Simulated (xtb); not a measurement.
Here is a job for xtb.
```
$ xtb mol.xyz --gfn 2 --uhf 1 --etemp 1000 --json

# file mol.xyz
20

C      1.59635121    -0.89628006     1.04901314
N      1.34955421    -0.21168926    -0.19897935
C      2.54469526    -0.06820729    -0.98585908
Si     0.04597325     0.90647050    -0.35287798
N     -1.37043076     0.07770352     0.20335648
C     -1.65611403    -1.28140315    -0.17097325
C     -2.55023071     0.81235882     0.55666985
H      0.66868391    -0.98502044     1.60735906
H      1.99021701    -1.89896573     0.85253814
H      2.32892833    -0.35968481     1.66599285
H      2.98035246    -1.05156869    -1.19008411
H      2.30290174     0.41540871    -1.92887673
H      3.30394285     0.53569674    -0.47054551
H      0.12002997     2.10106041     0.50690645
H     -2.36654545    -1.33077274    -1.00652242
H     -0.73643631    -1.77970756    -0.46388048
H     -2.09765971    -1.81662430     0.67684985
H     -3.05249999     0.32921501     1.40095832
H     -3.26414747     0.86310987    -0.27614069
H     -2.28346759     1.82635675     0.84199313
```

Problem. What dipole moment does GFN2-xTB (xtb) give?

Solution. 0.57 D

Problem. What total energy (a free energy at this electronic temperature) does GFN2-xTB give?

Solution. -22.7427 Eh

Problem. What is the computed partial charges in atom order (GFN2-xTB)?

Solution. C1 -0.02, N2 -0.27, C3 -0.02, Si4 0.40, N5 -0.26, C6 -0.02, C7 -0.02, H8 0.04, H9 0.02, H10 0.01, H11 0.03, H12 0.03, H13 0.01, H14 -0.07, H15 0.02, H16 0.04, H17 0.02, H18 0.03, H19 0.01, H20 0.02
